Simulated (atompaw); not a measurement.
**Which change was made? (Ag, PAW (atompaw))**

```
Element                 : silver (Ag)
Generator               : atompaw 4.2.0.5
Type                    : PAW
Functional              : PBEsol
Relativity              : scalar-relativistic
Frozen core             : [Kr]
Valence charge          : 11
Reference configuration : 4d10 5s0 5p1
Partial waves           : 5s (bound, empty): rc 2.70 bohr; 5s channel at 3.05 Ry: rc 2.70 bohr; 5p (bound): rc 2.70 bohr; 5p channel at 3.3 Ry: rc 2.70 bohr; 4d (bound): rc 2.70 bohr; 4d channel at -0.4 Ry: rc 2.70 bohr
Local potential         : ultrasoft scheme with l = 3 at 1 Ry, radius 2.50 bohr
Core correction         : smooth core density matched at 1.95 bohr
Augmentation charge     : besselshape compensation charge, radius 2.10 bohr; PAW radius 2.70 bohr; waves and projectors: custom rrkj gramschmidtortho
```

Cutoffs, loose and tight: the cutoffs (Ry, on a coarse ladder) from which the occupation-weighted sum of valence levels, in a spherical-Bessel basis at the reference potential, stays within 10 and 1 mRy of its value at 400 Ry. They see the waves, projectors and local potential, not the compensation charge or the core.

The base gives: outcome: generated; cutoff, loose: 15 Ry; cutoff, tight: 25 Ry; bound ghosts: none.

**Question.** After one change the result is: outcome: generated; cutoff, loose: 25 Ry; cutoff, tight: 40 Ry; bound ghosts: s, p. Which change was it?
A. all radii scaled by about 0.90 (s 2.42, p 2.42, d 2.42 bohr); local potential ultrasoft scheme with l = 3 at 1 Ry, radius 2.24 bohr; augmentation besselshape compensation charge, radius 1.88 bohr; PAW radius 2.42 bohr; waves and projectors: custom rrkj gramschmidtortho; core correction smooth core density matched at 1.76 bohr
B. all radii scaled by about 1.29 (s 3.48, p 3.48, d 3.48 bohr); local potential ultrasoft scheme with l = 3 at 1 Ry, radius 3.22 bohr; augmentation besselshape compensation charge, radius 2.70 bohr; PAW radius 3.48 bohr; waves and projectors: custom rrkj gramschmidtortho; core correction smooth core density matched at 2.52 bohr
C. all radii scaled by about 0.76 (s 2.06, p 2.06, d 2.06 bohr); local potential ultrasoft scheme with l = 3 at 1 Ry, radius 1.90 bohr; augmentation besselshape compensation charge, radius 1.60 bohr; PAW radius 2.06 bohr; waves and projectors: custom rrkj gramschmidtortho; core correction smooth core density matched at 1.48 bohr

**Answer.** C. The others give: all radii scaled by about 0.90 (s 2.42, p 2.42, d 2.42 bohr); local potential ultrasoft scheme with l = 3 at 1 Ry, radius 2.24 bohr; augmentation besselshape compensation charge, radius 1.88 bohr; PAW radius 2.42 bohr; waves and projectors: custom rrkj gramschmidtortho; core correction smooth core density matched at 1.76 bohr → outcome: generated; cutoff, loose: 18 Ry; cutoff, tight: 30 Ry; bound ghosts: none | all radii scaled by about 1.29 (s 3.48, p 3.48, d 3.48 bohr); local potential ultrasoft scheme with l = 3 at 1 Ry, radius 3.22 bohr; augmentation besselshape compensation charge, radius 2.70 bohr; PAW radius 3.48 bohr; waves and projectors: custom rrkj gramschmidtortho; core correction smooth core density matched at 2.52 bohr → outcome: generated; cutoff, loose: 8 Ry; cutoff, tight: 10 Ry; bound ghosts: none.
